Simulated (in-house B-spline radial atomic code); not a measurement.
Configurations of Yb6+, with energies counted from [Kr] 4d10 4f12 5s2 5p4. Level of theory: Dirac-Hartree-Fock, average of configuration, Fermi nucleus of rms radius 5.3108 fm; calculated with a B-spline radial code for spherical atoms. Energies include first-order Breit, QED and recoil terms.

Occupations are held fixed; configurations that lie above the ionisation limit could autoionise.

```
             configuration  E - E(ref) (eV)  highest orbital  its <r> (bohr)
[Kr] 4d10 4f11 5s2 5p4 5d1           27.386            5d5/2           1.627
[Kr] 4d10 4f12 5s2 5p3 5g1           85.993            5g7/2           3.858
[Kr] 4d10 4f11 5s2 5p4 9d1           89.009            9d5/2           10.66
[Kr] 4d10 4f11 5s2 5p4 8g1           91.454            8g7/2            12.1
[Kr] 4d10 4f12 5s2 5p3 9d1           99.941            9d5/2           10.72
     [Kr] 4d9 4f12 5s2 5p5           176.78            5p3/2             1.3
 [Kr] 4d9 4f12 5s2 5p4 6s1           229.89            6s1/2           2.363
 [Kr] 4d9 4f12 5s2 5p4 7g1           278.55            7g7/2           8.912
```

(1) Order these further configurations by energy, lowest first.
A. [Kr] 4d10 4f12 5s2 5p3 6d1
B. [Kr] 4d10 4f12 5s2 5p3 7s1
C. [Kr] 4d9 4f12 5s2 5p4 9s1
D. [Kr] 4d10 4f11 5s2 5p4 6d1
E. [Kr] 4d10 4f11 5s2 5p4 9g1

(2) How far above the reference does [Kr] 4d9 4f12 5s2 5p4 8g1 lie?

(3) How far above the reference does [Kr] 4d10 4f12 5s2 5p3 6g1 lie?

(4) How far above the reference does [Kr] 4d10 4f12 5s2 5p3 6s1 lie?

Results:

(1) D (62.601 eV), A (73.867 eV), B (77.122 eV), E (93.668 eV), C (275.64 eV).

(2) 281.78 eV; its least bound orbital is 8g7/2 with <r> = 12.1 bohr.

(3) 94.154 eV; its least bound orbital is 6g7/2 with <r> = 6.173 bohr.

(4) 51.136 eV; its least bound orbital is 6s1/2 with <r> = 2.388 bohr.
